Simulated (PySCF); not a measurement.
# Computed records: B2H3N2, AlB2H4, AlBH3, AlB2H5

Calculation on a computer-drawn molecule: optimised geometry and harmonic frequencies of an isolated molecule of the commonest isotopes, restricted reference for singlets and unrestricted otherwise, frozen core in MP2. Program: PySCF 2.14.0.

Common to all runs: multiplicity 1.

(1) B2H3N2

Start structure:
```xyz
7
B2H3N2
B     -0.7456     1.9690     2.4670
N      0.1590     1.0182     2.5601
B      0.2767    -0.1218     1.6585
N      0.3428    -1.0539     0.8901
H     -1.5510     2.8137     2.3829
H      0.8392     1.0634     3.3135
H      0.4129    -1.8239     0.2713
```

```
charge                                        : 1
method                                        : MP2
basis                                         : cc-pVDZ
rotational constants                          : 50.17, 4.588, 4.203 GHz
total energy                                  : -160.2495 hartree
convergence status largest gradient component : 1.858e-05 hartree/bohr
```

Drawn bonds:
```tsv
atom	other atom	order
1	2	1
2	3	1
3	4	2
1	5	1
2	6	1
4	7	1
```

Optimised structure:
```xyz
7
B2H3N2
B     -0.7468     1.9743     2.4707
N      0.1798     1.0307     2.5932
B      0.2782    -0.1130     1.6681
N      0.3338    -1.0629     0.8725
H     -1.5775     2.8020     2.3445
H      0.8707     1.0753     3.3571
H      0.3959    -1.8418     0.2373
```

Modes:
```tsv
frequency (cm⁻¹)	reduced mass (dalton)
135.3	3.283
302.4	3.721
372.9	4.424
520.1	1.293
555.4	1.398
593	1.14
742.5	1.323
746.8	2.043
874.2	2.823
1156	1.176
1562	5.818
2050	7.804
2915	1.145
3490	1.076
3809	1.107
```

(2) AlB2H4

Start structure:
```xyz
7
AlB2H4
B      0.9831     0.8870    -2.2164
Al     0.0490    -0.2961    -0.7633
B     -0.9449    -1.5468     0.5518
H      0.7706     2.0739    -2.2679
H      1.8418     0.4743    -2.9385
H     -0.4049    -1.8128     1.6206
H     -1.9539    -2.0753     0.2808
```

```
charge                                        : 1
method                                        : HF
basis                                         : cc-pV(D+d)Z
rotational constants                          : 115.3, 3.712, 3.702 GHz
total energy                                  : -293.2859 hartree
convergence status largest gradient component : 1.853e-05 hartree/bohr
```

Drawn bonds:
```tsv
atom	other atom	order
1	2	1
2	3	1
1	4	1
1	5	1
3	6	1
3	7	1
```

Optimised structure:
```xyz
7
AlB2H4
B      1.0503     0.9594    -2.2510
Al     0.0486    -0.3281    -0.8192
B     -0.9529    -1.6154     0.6130
H      0.7656     2.1157    -2.2832
H      1.8664     0.4860    -2.9783
H     -0.4332    -1.8199     1.6652
H     -2.0041    -2.0936     0.3206
```

Modes:
```tsv
frequency (cm⁻¹)	reduced mass (dalton)
29.66	1.008
129.2	3.396
130.4	3.487
447.2	4.722
593.9	1.213
602.7	1.226
636	8.374
882.6	1.31
886.1	1.315
1187	1.106
1218	1.102
2727	1.045
2731	1.046
2849	1.131
2849	1.131
```

(3) AlB2H4

Start structure:
```xyz
7
AlB2H4
B      1.0503     0.9594    -2.2510
Al     0.0486    -0.3281    -0.8192
B     -0.9529    -1.6154     0.6130
H      0.7656     2.1157    -2.2832
H      1.8664     0.4860    -2.9783
H     -0.4332    -1.8199     1.6652
H     -2.0041    -2.0936     0.3206
```

```
charge                                        : 1
method                                        : MP2
basis                                         : cc-pV(D+d)Z
rotational constants                          : 113.6, 3.725, 3.715 GHz
total energy                                  : -293.4784 hartree
convergence status largest gradient component : 3.595e-05 hartree/bohr
```

Drawn bonds:
```tsv
atom	other atom	order
1	2	1
2	3	1
1	4	1
1	5	1
3	6	1
3	7	1
```

Optimised structure:
```xyz
7
AlB2H4
B      1.0479     0.9565    -2.2477
Al     0.0486    -0.3281    -0.8191
B     -0.9506    -1.6124     0.6098
H      0.7614     2.1208    -2.2799
H      1.8694     0.4793    -2.9800
H     -0.4272    -1.8181     1.6693
H     -2.0088    -2.0940     0.3147
```

Modes:
```tsv
frequency (cm⁻¹)	reduced mass (dalton)
23.61	1.008
122.1	3.367
123.4	3.46
443.4	4.716
564.6	1.218
573	1.231
632.9	8.225
850.9	1.31
854.1	1.314
1131	1.108
1159	1.102
2668	1.046
2671	1.046
2793	1.131
2793	1.131
```

(4) AlBH3

Start structure:
```xyz
5
AlBH3
B      2.0075    -0.5175    -0.9670
Al     1.0570    -1.0339    -2.6461
H      1.9018     0.6009    -0.4742
H      2.6683    -1.3556    -0.3308
H      0.2908    -1.4048    -4.0084
```

```
charge                                        : 1
method                                        : HF
basis                                         : cc-pV(D+d)Z
rotational constants                          : 226.9, 10.01, 9.583 GHz
total energy                                  : -268.0368 hartree
convergence status largest gradient component : 2.345e-05 hartree/bohr
```

Drawn bonds:
```tsv
atom	other atom	order
1	2	1
1	3	1
1	4	1
2	5	1
```

Optimised structure:
```xyz
5
AlBH3
B      2.0353    -0.5078    -0.8733
Al     1.0135    -1.0398    -2.7164
H      1.9145     0.6049    -0.4727
H      2.6781    -1.3490    -0.3322
H      0.2841    -1.4192    -4.0319
```

Modes:
```tsv
frequency (cm⁻¹)	reduced mass (dalton)
367.5	1.059
403	1.108
533.5	6.347
665	1.235
900.8	1.3
1192	1.098
2130	1.046
2744	1.043
2877	1.134
```

(5) AlBH3

Start structure:
```xyz
5
AlBH3
B      2.0353    -0.5078    -0.8733
Al     1.0135    -1.0398    -2.7164
H      1.9145     0.6049    -0.4727
H      2.6781    -1.3490    -0.3322
H      0.2841    -1.4192    -4.0319
```

```
charge                                        : 1
method                                        : MP2
basis                                         : cc-pV(D+d)Z
rotational constants                          : 224.1, 10.07, 9.637 GHz
total energy                                  : -268.1576 hartree
convergence status largest gradient component : 4.727e-06 hartree/bohr
```

Drawn bonds:
```tsv
atom	other atom	order
1	2	1
1	3	1
1	4	1
2	5	1
```

Optimised structure:
```xyz
5
AlBH3
B      2.0327    -0.5091    -0.8780
Al     1.0153    -1.0385    -2.7130
H      1.9125     0.6112    -0.4724
H      2.6807    -1.3550    -0.3314
H      0.2843    -1.4194    -4.0318
```

Modes:
```tsv
frequency (cm⁻¹)	reduced mass (dalton)
348.6	1.057
382.8	1.109
536.9	6.247
634.9	1.24
868.4	1.301
1138	1.1
2085	1.047
2681	1.044
2814	1.134
```

(6) AlB2H5

Start structure:
```xyz
8
AlB2H5
B     -1.0337     0.6936    -1.3564
Al    -0.4395     0.5332     0.6726
B     -1.5902     0.3169     2.5023
H     -2.1043     0.3592    -1.7036
H     -0.3762     1.2213    -2.1599
H      1.0824     0.5525     0.9384
H     -1.1637     0.6705     3.5312
H     -2.6833     0.0003     2.4480
```

```
charge                                        : 0
method                                        : HF
basis                                         : cc-pV(D+d)Z
rotational constants                          : 21.22, 4.665, 4.081 GHz
total energy                                  : -294.1071 hartree
convergence status largest gradient component : 1.187e-05 hartree/bohr
```

Drawn bonds:
```tsv
atom	other atom	order
1	2	1
2	3	1
1	4	1
1	5	1
2	6	1
3	7	1
3	8	1
```

Optimised structure:
```xyz
8
AlB2H5
B     -1.0500     0.8292    -1.2929
Al    -0.3786     0.2809     0.6783
B     -1.5820     0.4784     2.4531
H     -1.6107     0.0561    -2.0288
H     -0.8935     1.9332    -1.7513
H      1.0969    -0.3057     0.8326
H     -1.5866     1.4762     3.1297
H     -2.3040    -0.4008     2.8519
```

Modes:
```tsv
frequency (cm⁻¹)	reduced mass (dalton)
138.6	3.152
178.1	1.01
179.7	1.129
353	1.044
476.5	1.172
516.2	4.651
542	1.104
609.8	4.293
656.4	1.415
897.8	1.332
913.6	1.407
1239	1.134
1246	1.125
1927	1.042
2633	1.055
2639	1.055
2699	1.119
2701	1.12
```
